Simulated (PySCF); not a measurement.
Geometries of 4 isomers of C3H3BCl2, from PBE0-D3(BJ)/def2-SVP geometry optimisation, gas phase (PySCF). One conformer each, no zero-point energy, no frequencies.

**Question.** Which is lowest in electronic energy at this level?
A.
```xyz
9
angstrom
C      1.753    0.371   -0.247
C      0.689    0.007    0.202
C     -0.619   -0.412    0.686
B     -1.658   -0.032   -0.439
Cl    -2.277    1.598   -0.554
Cl    -2.188   -1.218   -1.606
H      2.703    0.690   -0.634
H     -0.860    0.112    1.626
H     -0.624   -1.496    0.880
```
B.
```xyz
9
angstrom
B      1.173   -0.905    0.171
C      0.137   -0.029   -0.573
C     -1.267    0.143    0.030
Cl    -2.711   -0.677    0.239
C     -0.498    1.164    0.158
Cl    -0.153    2.719    0.674
H      2.050   -1.491   -0.421
H      1.094   -1.001    1.375
H      0.197    0.065   -1.671
```
C.
```xyz
9
angstrom
Cl     1.972   -0.560    1.549
B      1.420   -0.650   -0.116
Cl     2.582   -1.100   -1.351
C     -0.051   -0.352   -0.487
C     -0.895    0.597    0.359
C     -1.172   -0.649    0.508
H     -0.294   -0.429   -1.559
H     -1.040    1.649    0.584
H     -1.734   -1.465    0.951
```
D.
```xyz
9
angstrom
C     -1.579   -0.376   -0.260
C     -0.152   -0.135   -0.243
C      1.051    0.073   -0.230
B      2.533    0.333   -0.213
Cl     3.656   -0.939    0.222
Cl     3.170    1.913   -0.627
H     -1.822   -1.390    0.094
H     -2.103    0.350    0.381
H     -1.975   -0.263   -1.282
```

**Answer.** D. That is `CC#CB(Cl)Cl`, 13.6 kcal/mol below the next.

```tsv
SMILES	atoms numbered as above	E (Eh)	relative (kcal/mol)	relative (kJ/mol)	dipole (D)
CC#CB(Cl)Cl	[CH3:1][C:2]#[C:3][B:4]([Cl:5])[Cl:6]	-1060.55399	0.0	0.0	3.03
C#CCB(Cl)Cl	[CH:1]#[C:2][CH2:3][B:4]([Cl:5])[Cl:6]	-1060.53229	13.6	57.0	0.95
ClB(Cl)C1C=C1	[Cl:1][B:2]([Cl:3])[CH:4]1[CH:5]=[CH:6]1	-1060.51501	24.5	102.4	2.16
BC1C(Cl)=C1Cl	[BH2:1][CH:2]1[C:3]([Cl:4])=[C:5]1[Cl:6]	-1060.38426	106.5	445.6	0.63
```

As drawn, the lowest has a C≡C bond, which the highest lacks; the highest has a three-membered ring and a C=C bond outside aromatic rings, which the lowest lacks.
